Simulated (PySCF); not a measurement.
**Static response to an electric field**

(Et2Ga-mu-F)2, C8H20F2Ga2.
Structure used (PBE0-D3(BJ)/def2-SVP), in Å, numbered top down from 1:
```
atom  x, y, z in Å
Ga1   -0.313    0.992    1.137
C2    -1.622    0.284    2.422
C3    -2.879   -0.303    1.785
C4     0.795    2.598    0.893
C5     2.202    2.465    1.472
F6    -0.963    0.502   -0.643
Ga7    0.349   -0.875   -1.142
C8     1.628    0.080   -2.292
C9     0.973    0.848   -3.438
C10   -0.601   -2.596   -1.103
C11   -0.495   -3.345    0.223
F12    0.894   -0.495    0.699
H13   -1.091   -0.487    3.007
H14   -1.882    1.079    3.140
H15   -3.565   -0.717    2.543
H16   -2.640   -1.117    1.083
H17   -3.441    0.450    1.212
H18    0.839    2.785   -0.193
H19    0.273    3.464    1.333
H20    2.737    1.602    1.045
H21    2.815    3.361    1.278
H22    2.186    2.320    2.565
H23    2.186    0.766   -1.633
H24    2.366   -0.642   -2.680
H25    0.237    1.579   -3.068
H26    0.440    0.179   -4.133
H27    1.714    1.405   -4.037
H28   -0.234   -3.221   -1.935
H29   -1.657   -2.371   -1.337
H30   -0.871   -2.744    1.065
H31    0.547   -3.607    0.465
H32   -1.072   -4.285    0.209
```

Level: wB97X-D/def2-SVPD (PySCF), static field, nuclei fixed, core orbitals frozen in the response. The polarisability tensor in these axes (au):

```
x   145.60  17.70 -11.80
y    17.70 153.28  -2.51
z   -11.80  -2.51 147.10
```

Task: Give the principal values, the mean and the anisotropy Δα = √{½[(α1 − α2)² + (α2 − α3)² + (α1 − α3)²]}.

Result: Principal values 127.92, 146.68 and 171.39 au; mean 148.66 au = 22.03 Å³ = 24.51 × 10⁻⁴⁰ C²·m²/J; Δα = 37.76 au (25 % of the mean).

Task: What is the dipole moment?

Result: 0.11 D at this geometry.

Task: What depolarisation ratio follows for Rayleigh scattering of linearly polarised light, taking the static tensor?

Result: ρ = 3Δα²/(45ᾱ² + 4Δα²) = 4278.5/(994536 + 5704.6) = 0.00428.

Task: Refractivity n − 1 of an ideal gas of it at 350 K and 1 atm, from the electronic α?

Result: N = p/kT = 2.0968 × 10¹⁹ cm⁻³, so n − 1 = 2π × N × 22.03 × 10⁻²⁴ cm³ = 2902 × 10⁻⁶ at long wavelengths.

Task: Sum over states: ᾱ = Σ f/ω², ω in Eh. What share falls to these 15 lowest TDDFT singlets (eV, f)? 6.42, 0.0003; 6.49, 0.0015; 6.78, 0.0016; 6.80, 0.1896; 7.58, 0.0000; 7.63, 0.0024; 7.81, 0.0213; 7.86, 0.0026; 8.05, 0.0521; 8.22, 0.0068; 8.24, 0.0323; 8.36, 0.0343; 8.40, 0.0060; 8.43, 0.0116; 8.56, 0.3444.

Result: They add up to 8.46 au, 5.7 % of the 148.66 au; the largest single term is 3.48 au, from the state at 8.56 eV. Terms in order: 0.01, 0.03, 0.03, 3.04, 0.00, 0.03, 0.26, 0.03, 0.60, 0.07, 0.35, 0.36, 0.06, 0.12, 3.48 au. Higher excitations give the rest. The strengths listed sum to 0.707.

Task: What molar refraction does this α imply?

Result: Lorentz–Lorenz: R = (4π/3)N_A α = 2.5225 cm³/(mol·Å³) × 22.03 Å³ = 55.6 cm³/mol, in the limit of long wavelengths.

Geometry: PBE0-D3(BJ)/def2-SVP, one conformer, isolated molecule. The calculation is non-relativistic, for gallium too.

These values come from a run that also computed excited states. On 2 threads, AMD EPYC 9R45 (x86_64), no GPU, shared host with 96 logical CPUs at a one-minute load of 21, this took 2.8 min wall, 6.2 min CPU (grids of density and orbitals included) and 4.1 GiB of memory at its peak.

wB97X-D is run here without its empirical dispersion term; that term would change no orbital, density or response property at a fixed geometry.
